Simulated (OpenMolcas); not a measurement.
**Pd VIII: effect of the basis set**

```json
{"Program": "OpenMolcas", "Method": "MS-CASPT2, IPEA 0.25 Eh, imaginary shift 0.1 Eh (closed shells correlated: 4s 4p)", "Active space": "3 electrons in 5 orbitals (4d)", "State averaging": "2S+1 = 4 even, 10 roots; 2S+1 = 2 even, 40 roots", "Spin-orbit coupling": "state interaction with AMFI integrals over the reference wave functions, term energies averaged over their components"}
```

A. ANO-R1 [6s4p3d1f], X2C, finite nucleus; CASPT2 step of the order of 7 core-seconds
B. ANO-RCC-VDZP [6s5p3d1f], DKH2, point nucleus; CASPT2 step about 4 core-seconds
C. ANO-R2 [7s5p4d2f1g], X2C, finite nucleus; CASPT2 step about 13 core-seconds
D. ANO-RCC-VTZP [7s6p4d2f1g], DKH2, point nucleus; CASPT2 step roughly 8 core-seconds
E. ANO-R3 [8s6p5d3f2g1h], X2C, finite nucleus; CASPT2 step about 22 core-seconds
F. ANO-RCC-VQZP [8s7p5d3f2g1h], DKH2, point nucleus; CASPT2 step roughly 17 core-seconds

Energies in cm-1 above 4d3 4F 3/2.

```tsv
Level	A	B	C	D	E	F
4d3 4F 3/2	0.0	0.0	0.0	0.0	0.0	0.0
4d3 4F 5/2	2380	2310	2460	2480	2300	2310
4d3 4F 7/2	5140	4980	5260	5310	4960	4980
4d3 4F 9/2	7970	7740	8100	8190	7690	7720
4d3 4P 3/2 [72 %]	16920	16710	16180	16460	16320	16360
4d3 4P 1/2	17350	17110	16690	16980	16770	16820
4d3 4P 5/2	20860	20510	20330	20640	20200	20280
4d3 2G 7/2	20930	20600	20060	20370	19820	19910
4d3 2G 9/2 [60 %]	22380	22020	21370	21690	21130	21200
4d3 2D 3/2(1) [52 %]	25130	24760	24450	24790	24340	24410
4d3 2P 1/2	26800	26400	25780	26210	25650	25650
4d3 2H 9/2 [65 %]	30120	29590	28950	29350	28490	28560
4d3 2H 11/2	30190	29690	28790	29190	28440	28490
4d3 2D 5/2(1)	30580	30090	29980	30330	29730	29840
4d3 2P 3/2 [55 %]	33030	32470	32270	32730	31880	31930
4d3 2F 7/2	42880	42330	40990	41440	40900	41030
4d3 2F 5/2	43470	42920	41560	42020	41490	41620
4d3 2D 5/2(2)	65820	65000	63990	64460	64060	64270
4d3 2D 3/2(2)	66560	65730	64670	65140	64740	64950
```

Among A to F the level of the table that moves most is 4d3 2F 7/2, by 2000 cm-1 (lowest in E, highest in A). Moves below CASPT2's spread within the term are not significant.

CASPT2 does not keep the components of a term degenerate, so their means are used; among the terms shown or strongly mixed into the levels shown the widest spread is 840 cm-1 (4d3 4F, E). The CASPT2 spread within a term exceeds the gap to the next term for 4d3 2D(1) and 4d3 2H, so the order of their levels is uncertain (holds for A; B). The basis is small and was not contracted for so high a charge (holds for A; B). Only configurations of the active space appear.

A share in square brackets marks a mixed level and gives the weight of the term that names it, the lowest over the columns. A number in round brackets counts repeated terms of one configuration in the order of the reference energies.
